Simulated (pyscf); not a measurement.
# Hydrogen shift: O=C(O⁻)–OH (SMILES O=C([O-])O) → O=C(O⁻)–OH (SMILES O=C([O-])O)

Gas phase, singlet surface, charge -1. Bonds broken: O1–H2. Bonds formed: H2–O3. Structures and frequencies: ωB97X-D3(BJ)/def2-SVPD in PySCF. Correlated levels are frozen-core, on RHF or UHF. ΔMP2 is the change of the MP2 total energy from the triple- to the quadruple-zeta basis.

Transition state (Å):

```xyz
5

O     -0.6979     0.3251     0.8397
H     -0.2409    -0.8378     0.7055
O     -0.8898    -1.5234    -0.1240
C     -1.4549    -0.3139    -0.0578
O     -2.4289     0.1063    -0.6703
```

One imaginary mode, 1849i cm⁻¹; descent along it reached the two sides named.

```json
[
 {"bond": "O1–H2", "change": "breaks", "reactant side (Å)": "0.963", "saddle": "1.257", "product side": "2.151"},
 {"bond": "H2–O3", "change": "forms", "reactant side (Å)": "2.151", "saddle": "1.257", "product side": "0.963"}
]
```

Electronic energies relative to the reactant's lowest minimum found (kJ/mol):

```csv
level,barrier,reaction energy,reverse barrier
ωB97X-D3(BJ)/def2-TZVPD,106.1,0.0,106.1
PBE/def2-TZVPD,86.5,0.0,86.5
r²SCAN/def2-TZVPD,96.8,0.0,96.8
B3LYP-D3(BJ)/def2-TZVPD,106.4,0.0,106.4
PBE0-D3(BJ)/def2-TZVPD,98.6,0.0,98.6
M06-2X/def2-TZVPD,105.7,0.0,105.7
ωB97M-D3(BJ)/def2-TZVPD,104.9,0.0,104.9
HF/def2-TZVPD,148.1,0.0,148.1
MP2/def2-QZVPPD,98.5,0.0,98.5
CCSD/def2-TZVPPD,112.6,0.0,112.6
CCSD(T)/def2-TZVPPD,104.8,0.0,104.8
CCSD(T)/def2-TZVPPD + ΔMP2(QZVPPD),105.4,0.0,105.4
```

With CCSD(T)/def2-TZVPPD + ΔMP2(QZVPPD) energies and thermal terms (ideal gas, 1 atm, RRHO with modes under 100 cm⁻¹ raised to 100, one conformer, R ln 2 for rigid chiral ones), in kJ/mol:

```tsv
T (K)	ΔH‡	ΔG‡	ΔH	ΔG
298	93.4	96.2	0.0	0.0
600	91.1	100.0	0.0	0.0
900	89.1	104.9	0.0	0.0
1200	87.4	110.4	0.0	0.0
```

One saddle was located; it need not be the lowest between these sides. The CCSD(T) − MP2 part came from Ansatz, without density fitting, on the same reference.
